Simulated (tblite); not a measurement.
C3H7FOSi.
SMILES with atom numbers: `[OH:1][SiH2:2][CH2:3]/[CH:4]=[CH:5]/[F:6]` (hydrogens: H7 on O1; H8, H9 on Si2; H10, H11 on C3; H12 on C4; H13 on C5)

The geometry is computed with GFN2-xTB (gas phase).

Some entries are withheld. Bonds in one row agree within 0.01 Å.

| coordinate | value |
| --- | --- |
| O1–Si2 | 1.622 Å |
| Si2–C3 | ? |
| C3–C4 | 1.482 Å |
| C4=C5 | ? |
| C5–F6 | ? |
| O1–H7 | 0.954 Å |
| Si2–H8 | 1.464 Å |
| Si2–H9 | 1.454 Å |
| C3–H10, C3–H11 | 1.089 Å |
| C4–H12 | 1.081 Å |
| C5–H13 | 1.080 Å |
| O1–Si2–C3 | ? |
| Si2–C3–C4 | ? |
| C3–C4–C5 | ? |
| C4–C5–F6 | 121.7° |

**Question.** Estimate the withheld lengths and angles.

**Answer.** 
- Si2–C3 = 1.921 Å, drawn single (oxygen-bound silicon to sp3 carbon bound to silicon); 0.05 Å above the sum of covalent radii, 1.87 Å.
- C4=C5 = 1.320 Å, drawn double (alkene CH carbon to vinylic C–F carbon); 0.14 Å below the sum of covalent radii, 1.46 Å.
- C5–F6 = 1.353 Å, drawn single (vinylic C–F carbon to vinyl fluorine); 0.05 Å above the sum of covalent radii, 1.30 Å.
- O1–Si2–C3 = 110.2°, at the oxygen-bound silicon; the outer atoms are 2.911 Å apart.
- Si2–C3–C4 = 110.4°, at the sp3 carbon bound to silicon; the outer atoms are 2.805 Å apart.
- C3–C4–C5 = 123.8°, at the alkene CH carbon; the outer atoms are 2.474 Å apart.

Radii are Cordero's, carbon taken as 0.76, 0.73 or 0.69 Å for four, three, and two or fewer neighbours.

Its GFN2-xTB frequencies are all real (lowest 44 cm⁻¹). The numbers are those of one conformer (H–O1–Si2–C3 -48°, O1–Si2–C3–C4 58°, Si2–C3–C4–C5 -102°). 3 starts were optimised and ended at 0.00, 0.43 and 2.51 kcal/mol (GFN2-xTB); the lowest of these is shown.
